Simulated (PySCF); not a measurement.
# Computed properties of VOF₃, SMILES [O]=[V]([F])([F])[F], multiplicity 1

VOF3, SMILES [F][V](=[O])([F])[F], multiplicity 1. The structure is a stationary point at ωB97X-D3(BJ)/def2-SVP. The multiplicity is an assumed one; other spin states were not compared. The isomer is the one that the SMILES or the coordinates give; other isomers of the formula were not compared. Other conformers were not sampled. All values are computed for the isolated molecule unless a solvent is named; none is compared with measurement here.

**Structure.** The optimised structure has C3v symmetry. All 9 harmonic modes at ωB97X-D3(BJ)/def2-SVP (PySCF) are real, so it is a minimum. With heavy atoms numbered as in [V:1](=[O:2])([F:3])([F:4])[F:5], the shortest bond between them is V1–O2 at 1.526 Å and the longest V1–F5 at 1.701 Å.

**Vibrations.** The strongest infrared lines (harmonic, unscaled, degenerate partners summed) lie at 853 cm⁻¹ (429 km/mol, F 61 %, V 38 %), 1234 cm⁻¹ (192 km/mol, O 74 %, V 26 %), 771 cm⁻¹ (53 km/mol, F 90 %). The softest mode is at 213 cm⁻¹ and the zero-point energy is 7.3 kcal/mol.

**Electronic structure.** PBE0/def2-TZVP (PySCF) places the frontier levels at -11.51 and -3.95 eV, a gap of 7.56 eV, and gives a dipole moment of 0.24 D and a mean polarisability of 31.7 bohr³. PBE/def2-TZVP (PySCF) at the same geometry gives -9.61 and -4.76 eV, so its gap is 2.71 eV narrower. An orbital gap is neither the optical nor the fundamental gap.

**Excitations.** TDDFT-PBE0/def2-SVPD (PySCF) has S1 at 5.07 eV (244 nm, f = 0.000, dark); the most intense of the 10 singlets computed lies at 5.59 eV (f = 0.01). Strengths of degenerate partners are summed. T1 (TDA) is at 4.44 eV. No vertical singlet excitation falls in the visible range (under 3.1 eV).

**NMR.** GIAO shifts at HF/pcSseg-1 (PySCF) (non-relativistic, atoms alike by connectivity averaged): ¹⁹F at 239.7 ppm against CFCl3.
